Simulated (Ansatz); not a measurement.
`C[Si](N)(Cl)Cl` → `[CH2]` (triplet) + `N[SiH](Cl)Cl` at 700 K and 1 bar (formal loss of a carbene).

Computed with Ansatz on PBE0-D4/def2-TZVP structures; ΔE is electronic, products minus reactants. CCSD(T)/CBS adds triple-zeta CCSD(T) − MP2 to the extrapolated MP2 energy (def2 sets, frozen cores). This one scheme is used for every species. Triplets are unrestricted, without spin–orbit coupling. Each species was taken in one conformer, which may not be the lowest.

```json
{"species": "`C[Si](N)(Cl)Cl`", "CCSD(T)/CBS energy (Eh)": "-1304.56570", "H − E (kJ/mol)": "257.3", "S (J/(mol·K))": "484.7"}
{"species": "`[CH2]` (triplet)", "CCSD(T)/CBS energy (Eh)": "-39.09499", "H − E (kJ/mol)": "70.4", "S (J/(mol·K))": "226.8"}
{"species": "`N[SiH](Cl)Cl`", "CCSD(T)/CBS energy (Eh)": "-1265.28357", "H − E (kJ/mol)": "162.7", "S (J/(mol·K))": "419.5"}
```

H − E and S are ideal-gas, rigid-rotor, harmonic terms from PBE0-D4/def2-TZVP, for one conformer and one mirror image of each species, with the whole ground term of open shells counted as degenerate. 1 Eh = 2625.50 kJ/mol, R = 8.31446 J/(mol·K).

Problem. By hand: ΔE, ΔH, ΔS and ΔG.

Solution. ΔE = (-39.09499) + (-1265.28357) − (-1304.56570) = 0.18714 Eh = 491.3 kJ/mol. Δ(H − E) = 70.4 + 162.7 − 257.3 = -24.2, so ΔH = 467.1 kJ/mol. ΔS = 226.8 + 419.5 − 484.7 = 161.6 J/(mol·K). ΔG = 467.1 − 700 × (161.6)/1000 = 354.0 kJ/mol.

Problem. By hand: the equilibrium constant, and the temperature at which ΔG would vanish if ΔH and ΔS stayed fixed.

Solution. log₁₀ K = −ΔG/(RT ln 10) = -26.4. ΔG = 0 at ΔH/ΔS = 2890 K, far beyond where these terms or the molecules hold.

The number of gas molecules changes by +1, which sets the sign of ΔS. A doubt of 5 kJ/mol in ΔE shifts log₁₀ K by 0.4 here. Other conformers and mirror images would add mixing entropy, several J/(mol·K) or more a flexible species. A triplet takes part, so the spin changes. These are equilibria of isolated gas molecules and say nothing of rates. Largest T1 diagnostic: 0.011 (customary marks: 0.02 for closed shells, 0.045 for open ones).
